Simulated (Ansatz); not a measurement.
Cost and result for the atomization energy of CH$_{5}$BFNS, SMILES `BNC(F)S` (10 atoms, 9 bonds).

Z-matrix (Å, degrees):
```
C
N 1 1.421
S 1 1.805 2 111.7
F 1 1.384 2 109.1 3 -122.5
H 1 1.093 2 110.8 3 121.9
B 2 1.392 1 129.6 3 10.9
H 2 1.010 1 111.4 3 -172.3
H 3 1.343 1 92.4 2 173.6
H 6 1.194 2 117.8 1 177.9
H 6 1.193 2 120.0 1 -2.8
```

Charge 0, multiplicity 1. The structure was optimised at the PBE0-D4/def2-TZVP level. It is one conformer, not always the lowest. Program: Ansatz. All runs use 4 threads of an Arm Neoverse V2 on a shared host. Times are those of one run each, without the atoms' runs, and a repeat can differ threefold. Electronic energies, without spin–orbit coupling; frozen cores. CCSD(T)/CBS adds CCSD(T) − MP2 in def2-TZVPP to the MP2 limit, and its time is that of the two runs behind it. T1 = 0.013. B3LYP takes the VWN-RPA correlation (the form of Gaussian; ORCA's B3LYP/G).

CCSD(T)/CBS is a level of theory with its own doubt, some kJ/mol a heavy atom from the limit and from the frozen cores, so smaller differences don't rank the functionals.

```
                             level  functions  wall time  atomization (kcal/mol)  difference from CCSD(T)/CBS  per bond
   PBE-D4/def2-TZVPP (with forces)        236      1.8 s                   883.9                         28.4       3.2
                PBE0-D4/def2-TZVPP        236        2 s                   862.9                          7.4       0.8
 B3LYP-D4/def2-TZVPP (with forces)        236        3 s                   860.9                          5.4       0.6
r2SCAN-D4/def2-TZVPP (with forces)        236      3.5 s                   861.3                          5.8       0.6
                 B2PLYP/def2-TZVPP        236      3.8 s                   849.6                         -5.9      -0.7
                ωB97X-V/def2-TZVPP        236      5.5 s                   863.3                          7.8       0.9
  ωB97M-V/def2-TZVPP (with forces)        236      7.5 s                   865.1                          9.6       1.1
                    MP2/def2-QZVPP        448       15 s                   862.8                          7.3       0.8
                CCSD(T)/def2-TZVPP        236       93 s                   831.0                        -24.5      -2.7
                 CCSD(T)/CBS(def2)          –      110 s                   855.5                          0.0       0.0
```

The D4 term adds +7.6 kcal/mol with B3LYP and +3.9 kcal/mol with PBE0; it sums over pairs of atoms, weighted by their polarisabilities, and B3LYP, whose exchange is more repulsive, gets the larger term. In def2-TZVPP, CCSD(T) changes the Hartree–Fock value by +226.3 kcal/mol (the triples alone add +14.8 kcal/mol) and MP2 by +243.7 kcal/mol; breaking electron pairs costs correlation energy, which Hartree–Fock lacks. From PBE to PBE0 (25 % exact exchange), in def2-TZVPP and without D4, the atomization energy moves by −20.2 kcal/mol: exact exchange takes away binding that semilocal exchange gives to molecules.
